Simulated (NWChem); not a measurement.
## Atomisation of isocyanic acid (CHNO)

SMILES: N=C=O
```xyz
4

N      1.1634    -0.0754     0.0000
C     -0.0464     0.0211     0.0000
O     -1.2138    -0.0336     0.0000
H      1.8451     0.6707     0.0000
```
Charge 0, spin multiplicity 1.

Everything below was run with NWChem. All single points use one geometry, from B3LYP/def2-SVP, a minimum by its harmonic frequencies.

Basis set: def2-TZVP. The atomisation energy is electronic alone: no zero-point, thermal, spin-orbit or counterpoise terms. No value is extrapolated to the basis-set limit. Free atoms are single determinants with multiplicities N 4, C 3, O 3, H 2. Correlated methods freeze the same cores in atoms and molecule, 3 orbitals in all.

Costs are rough ratios of processor time within this set of runs, SCF included, with HF as 1. Costs are the molecule's.

B3LYP has NWChem's definition, with VWN1-RPA local correlation. GW and range-separated runs recompute their integrals, the others keep them in memory, which bears on the times. The stability of the SCF solutions was not checked. Open-shell Hartree-Fock references start from PBE0 orbitals; any time given for them includes that run. No row is a measurement; the coupled-cluster row has its own basis-set and correlation limits.

```
method                        atomisation energy (kcal/mol)  relative cost
----------------------------  -----------------------------  -------------
MP2                                              (withheld)        under 3
PBE                                              (withheld)        under 3
LDA (SVWN5)                                           525.4        under 3
PBE0                                                  438.4        under 3
LC-wPBE (omega 0.3 per bohr)                          448.7             20
CCSD(T)                                               414.8             20
HF                                                    266.2              1
B3LYP                                                 436.9        under 3
M06-2X                                                435.1        under 3
r2SCAN                                                438.2        under 3
```

Question: Fill in the missing entries.

Answer: 
- MP2, atomisation energy (kcal/mol): 436.4
- PBE, atomisation energy (kcal/mol): 463.8
